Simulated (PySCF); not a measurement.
Si(H)(F)(Br)(NH2) (BrFH3NSi), SMILES [SiH](Br)(N)F. Coordinates come from a PBE0-D3(BJ)/def2-SVP optimisation. This is a generated structure with no PubChem entry under its InChIKey; it may be hypothetical. The values are those of a single conformer.

Computed equilibrium geometry at PBE0-D3(BJ)/def2-SVP (PySCF confirms it by a frequency run) as Cartesian coordinates in Å (one conformer of several):
```xyz
7

Si     0.3191    -0.9064     0.3256
N      2.0039    -0.7394     0.2142
F     -0.3289    -1.8816    -0.7979
Br    -0.5868     1.0817    -0.0172
H     -0.0683    -1.4662     1.6373
H      2.6319    -1.4527     0.5660
H      2.4397    -0.1416    -0.4779
```
Charge 0, spin multiplicity 1.
